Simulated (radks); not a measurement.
Results of a calculation; reference values are marked as such.
Mo2+, 40 electrons, occupied as [Ar] 3d10 4s1.75 4p6 4d4 5d0.25 (fractional occupations, a model configuration). Code: a radial shooting solver on a logarithmic mesh with Libxc functionals. Model: scalar-relativistic Kohn-Sham, PBE, spin-unpolarised, spherical densities, finite nucleus; Fermi nuclear charge, rms radius 4.4091 fm.

Normalised radial functions P(r) = r R(r), r in bohr:

r	4s
0.00403	0.1137
0.006358	0.1575
0.01003	0.2034
0.0157	0.2312
0.02477	0.2020
0.03908	0.0635
0.06166	-0.1874
0.09729	-0.3830
0.1535	-0.1852
0.2422	0.4048
0.3821	0.5173
0.6029	-0.3941
0.9512	-1.1053
1.501	-0.6934
2.349	-0.1499
3.706	-0.0082
5.847	-0.0001
9.225	0.0000
14.55	0.0000

4s: eigenvalue -85.172 eV, 3 radial nodes at r = 0.0445, 0.180, 0.513 bohr, <r> = 1.10 bohr, 90 % of the charge inside 1.60 bohr.
